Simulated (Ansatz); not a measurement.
Reaction (substitution at a C–C bond): `CC1=C(O)N1` + `[NH2][SbH][OH]` → `C[O][SbH][NH2]` + `OC1=CN1`

Computed with Ansatz on PBE0-D4/def2-TZVP structures; ΔE is electronic, products minus reactants. CCSD(T)/CBS is the MP2 limit (def2-TZVPP, def2-QZVPP) plus CCSD(T) − MP2 in def2-TZVPP, frozen cores. Functionals use def2-TZVPP. B3LYP here is the variant with VWN-RPA as its local correlation; programs differ in this. def2 core potentials past Kr. For Sb outer-core shells are correlated without core-valence functions, which leaves a few kJ/mol of doubt a bond. One conformer a species, not always the lowest.

Task: Is it downhill or uphill in electronic energy at CCSD(T)/CBS, and by how much? (An estimate is asked.)

Result: Ansatz gave: Uphill: ΔE = +75.9 kJ/mol.

Task: What do these levels give: B3LYP-D4, ωB97X-V, B2PLYP, r2SCAN, HF/def2-TZVPP, SCS-MP2/def2-TZVPP, CCSD/def2-TZVPP, HF/def2-QZVPP, MP2/def2-QZVPP, SCS-MP2/def2-QZVPP, HF/CBS(def2), MP2/CBS(def2)? (An estimate is asked.)

Result: The calculation gave: B3LYP-D4 71.5, ωB97X-V 72.1, B2PLYP 74.2, r2SCAN 76.2, HF/def2-TZVPP 70.4, SCS-MP2/def2-TZVPP 74.5, CCSD/def2-TZVPP 73.2, HF/def2-QZVPP 71.1, MP2/def2-QZVPP 81.3, SCS-MP2/def2-QZVPP 76.8, HF/CBS(def2) 71.2, MP2/CBS(def2) 82.5 kJ/mol.

Largest T1 diagnostic among the species: 0.014.
